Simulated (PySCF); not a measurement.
Working out the excitation energy of Ar⁺

Ar⁺ [Ne] 3s2 3p5 (2P) → Ar⁺ [Ne] 3s1 3p6 (2S). Computed with PySCF 2.14 in dyall-av2z (13s9p2d, 50 functions), with no relativity, point nucleus. Frozen: [Ne]; the 16 highest virtual orbitals dropped. Energies in hartree (1 hartree = 27.21139 eV):

```
             part  Ar⁺ (lower)  Ar⁺ (upper)
              UHF  -526.261448  -525.583062
MP2 opposite-spin    -0.096781    -0.183500
    MP2 same-spin    -0.032345    -0.042162
```

Task: What does Hartree-Fock give?

Result: (-525.583062) − (-526.261448) = 0.678386 hartree = 18.460 eV.

Task: What do MP2 and SCS-MP2 (6/5 opposite-spin, 1/3 same-spin) give?

Result: The opposite-spin parts differ by -2.360 eV and the same-spin parts by -0.267 eV. MP2: 18.460 + (-2.360) + (-0.267) = 15.833 eV. SCS-MP2: 18.460 + 1.2 × (-2.360) + (-0.267)/3 = 15.539 eV.

Measured between the centres of the two terms (NIST): 13.421 eV, so MP2 (valence) is off by 2.412 eV.

A double-zeta basis recovers only part of the correlation energy.

What remains against the reference includes basis incompleteness, the frozen core and correlation beyond second order.
